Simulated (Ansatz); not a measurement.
This geometry of Cl2Zn + H2 (5 atoms, charge 0, multiplicity 1) is a first-order saddle point.

Method: RKS BHLYP-D4/def2-SVP (Ansatz 0.2.0).

```xyz
5
Properties=species:S:1:pos:R:3
Zn -0.616 0.000 -0.132
Cl 0.191 0.000 2.187
Cl 0.378 0.000 -1.999
H -2.001 0.000 0.821
H -1.237 0.000 1.627
```

Q: Which two structures does it join? (They come from a converged band through this point; their orientation in space is the band's.)

A: Bonds broken: Zn1–Cl2, H4–H5. Bonds formed: Zn1–H4, Cl2–H5. Cl2Zn + H2 becomes ClH + ClHZn.

Image 0:

```xyz
5
Properties=species:S:1:pos:R:3
Zn 0.297 0.000 0.281
Cl 0.833 0.000 2.321
Cl -0.079 0.000 -1.794
H -2.257 0.000 0.481
H -2.079 0.000 1.215
```

Image 6:

```xyz
5
Properties=species:S:1:pos:R:3
Zn -0.989 0.000 -0.566
Cl 0.184 0.000 2.041
Cl 0.887 0.000 -1.572
H -2.453 0.000 -0.100
H -0.914 0.000 2.701
```

Q: How far does it lie above each of them?

A: 1.55 eV above the first and 0.64 eV above the second. This is the barrier of this one path; another mechanism may lie lower. The orbitals stay closed-shell, which can raise the energy where a bond breaks towards radicals; this wasn't checked here.

The run took 2.2 min on 1 thread of Arm Neoverse V1, with other jobs on the host, peak memory 0.18 GiB.
